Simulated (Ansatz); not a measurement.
# Redistribution: CHBr2Cl + C4H9I → CHBr2I + C4H9Cl

Species: CHBr2Cl (chlorodibromomethane) `ClC(Br)Br`, singlet; C4H9I (tert-butyl iodide) `CC(C)(C)I`, singlet; CHBr2I (dibromoiodomethane) `BrC(Br)I`, singlet; C4H9Cl `CC(C)(C)Cl`, singlet. The partners trade Cl for I; both sit on C, so the bond types are kept.

Shapes, held fixed at every level: PBE0-D4/def2-TZVP. Programs: Ansatz 0.2.0. The zero-point and thermal change to 298 K, harmonic and unscaled (PBE0-D4/def2-TZVP), is -0.1 kJ/mol.

```json
{"level": "HF/def2-SVP", "kind": "Hartree–Fock", "ΔH(298 K) (kJ/mol)": "-9.4", "less CCSD(T)/def2-TZVPP": "-5.5"}
{"level": "r2SCAN-D4/def2-TZVPP", "kind": "meta-GGA", "ΔH(298 K) (kJ/mol)": "-3.5", "less CCSD(T)/def2-TZVPP": "+0.4"}
{"level": "B3LYP-D4/def2-TZVPP", "kind": "global hybrid", "ΔH(298 K) (kJ/mol)": "-5.1", "less CCSD(T)/def2-TZVPP": "-1.2"}
{"level": "PBE0-D4/def2-TZVPP", "kind": "global hybrid", "ΔH(298 K) (kJ/mol)": "-3.7", "less CCSD(T)/def2-TZVPP": "+0.2"}
{"level": "r2SCAN0-D4/def2-TZVPP", "kind": "global hybrid", "ΔH(298 K) (kJ/mol)": "-4.1", "less CCSD(T)/def2-TZVPP": "-0.2"}
{"level": "wB97X-V/def2-TZVPP", "kind": "range-separated hybrid", "ΔH(298 K) (kJ/mol)": "-6.7", "less CCSD(T)/def2-TZVPP": "-2.8"}
{"level": "CCSD(T)/def2-SVP", "kind": "coupled cluster or CI", "ΔH(298 K) (kJ/mol)": "-5.2", "less CCSD(T)/def2-TZVPP": "-1.3"}
{"level": "CCSD(T)/def2-TZVPP", "kind": "coupled cluster or CI", "ΔH(298 K) (kJ/mol)": "-3.9", "less CCSD(T)/def2-TZVPP": "0.0"}
```

The highest level, CCSD(T)/def2-TZVPP, gives ΔH(298 K) = -3.9 kJ/mol; the levels span -9.4 to -3.5. That is about zero within the method's error. The column of differences is taken from that level and isn't an error. No measured value is set beside it here. For atoms past krypton def2 sets carry core potentials with scalar relativity. Relativity is left out for Br. Outer-core shells of Br, I are correlated in most correlated rows, in sets that cover them unevenly.
